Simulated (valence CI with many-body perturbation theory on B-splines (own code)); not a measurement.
## Hyperfine factors and g values of Cu¹⁴⁺

Computed by valence CI with perturbative core correlation (CI+MBPT): five valence electrons over a frozen Dirac-Fock core [Ne], a basis of 11 s, 11 p, 10 d, 8 f, 5 g, 2 h functions for each j, with the one-electron correlation potential Σ1, the two-electron term Σ2, the three-electron term Σ3, Breit, model QED; selected CI, second order for the rest, scaled by the run's own slope (own B-spline code, finite nucleus).

No measured levels were compared; by estimate levels of excited configurations hold to 0.05 to 0.15 % of their energy, terms of the ground configuration to about 0.5 %. Among the levels kept, up to 3300 cm⁻¹ of a level comes from second order outside the variational space, and about a tenth of that is noise between levels of different J, which matters for small intervals.

A/g_I is the dipole constant over the nuclear g factor μ/I (μ in nuclear magnetons, uniformly magnetised nucleus), B/Q the quadrupole constant per barn. Both hold the static response of the core; the bare values leave it out. Large factors of s and p1/2 electrons are usually good to 5 to 10 %; those of open d and f shells near neutrality can be off by tens of per cent, and small factors of p3/2, d and f electrons come from cancelling terms and can be off by a factor of two or in sign, in half-filled shells by more. B is blank for J = 1/2, where it vanishes, and for nearly pure S terms. Energies count from the lowest level.

Names give the largest LS component (configuration and term), which can be under half, so a name can repeat, a term be missing and a line seem to break the LS rules; names also repeat where a configuration has a term twice. Letters in brackets count levels of one name in rising energy.

```tsv
Level	E (cm⁻¹)	g	A/g_I (MHz)	A/g_I bare	B/Q (MHz/b)	B/Q bare
3s²3p³ ⁴S°_3/2	0	1.951	1540	1930		
3s²3p³ ²D°_3/2	48190	0.922	6170	5940	11500	11100
3s²3p³ ²D°_5/2	58053	1.199	12400	12000	-58.1	-54.1
3s²3p³ ²P°_1/2	91489	0.664	34900	33200		
3s²3p³ ²P°_3/2	106480	1.259	7090	6950	-12300	-11800
3s3p⁴ ⁴P_5/2	338060	1.589	26800	25900	10300	9900
3s3p⁴ ⁴P_3/2	355570	1.723	23200	22500	-8790	-8440
3s3p⁴ ⁴P_1/2	362340	2.650	55800	53800		
3s3p⁴ ²D_3/2	419190	0.829	-6040	-5580	-15200	-14600
3s3p⁴ ²D_5/2	424040	1.210	29200	27900	-22100	-21200
3s²3p²3d ²P_3/2 [a]	477940	1.309	122	528	4610	4460
3s3p⁴ ²S_1/2 [a]	483390	1.233	42400	40300		
3s3p⁴ ²S_1/2 [b]	510960	1.421	67400	64000		
3s²3p²3d ⁴F_3/2	514460	0.450	4550	4440	-846	-662
3s²3p²3d ⁴F_5/2	521570	1.064	2530	2680	2360	2440
3s²3p²3d ⁴F_7/2	532210	1.247	2890	3040	522	713
3s²3p²3d ²F_5/2 [a]	536320	0.957	8720	8480	-2080	-1900
3s²3p²3d ⁴F_9/2	544220	1.321	4870	4920	-8290	-7700
3s²3p²3d ²F_7/2 [a]	544300	1.262	4300	4410	5150	5040
3s²3p²3d ⁴D_1/2	544840	0.034	12900	12200		
3s²3p²3d ⁴D_3/2	546290	1.161	6070	6100	-4130	-3980
3s²3p²3d ⁴D_5/2	554320	1.238	5400	5440	-2530	-2380
3s²3p²3d ⁴D_7/2	571520	1.285	3670	3790	3900	3830
3s²3p²3d ²G_7/2	602990	0.903	7590	7370	21200	20600
3s²3p²3d ²P_3/2 [b]	608020	1.294	-2420	-1900	3420	3310
3s²3p²3d ²G_9/2	609630	1.122	5530	5480	24900	24200
3s²3p²3d ⁴P_5/2	619860	1.569	2100	2440	980	990
3s²3p²3d ⁴P_3/2	626500	1.614	2920	3290	-1040	-1060
3s²3p²3d ⁴P_1/2 [a]	627700	1.585	30700	29400		
3s²3p²3d ⁴P_1/2 [b]	634190	1.715	-6430	-5770		
3s²3p²3d ²D_3/2 [a]	639110	0.931	4770	4800	1780	1790
3s²3p²3d ²D_5/2 [a]	656590	1.215	6360	6330	-4360	-4060
3s²3p²3d ²D_3/2 [b]	672960	0.832	5740	5530	-936	-949
3s²3p²3d ²D_5/2 [b]	676170	1.196	5110	5150	12900	12400
3s²3p²3d ²P_1/2	688860	0.836	-6060	-5700		
3s²3p²3d ²F_5/2 [b]	694960	0.939	3530	3540	4330	4320
3s²3p²3d ²P_3/2 [c]	704110	1.307	2880	3120	-4850	-4670
3s²3p²3d ²F_7/2 [b]	704850	1.140	6150	6100	-2980	-2670
3s²3p²3d ²S_1/2	706840	1.857	26400	25600		
3s²3p²3d ²D_5/2 [c]	736000	1.131	3650	3690	-4980	-4640
```

Take the isotope of mass number 63, with I = 3/2, μ = 2.2259 μN and Q = -0.22 b. What is the hyperfine structure of 3s3p⁴ ⁴P_3/2?

From the table A = 34400 MHz, B = 1930 MHz. Shifts from the centre of gravity in MHz: F = 0: -127000, F = 1: -94100, F = 2: -27200, F = 3: 77900.
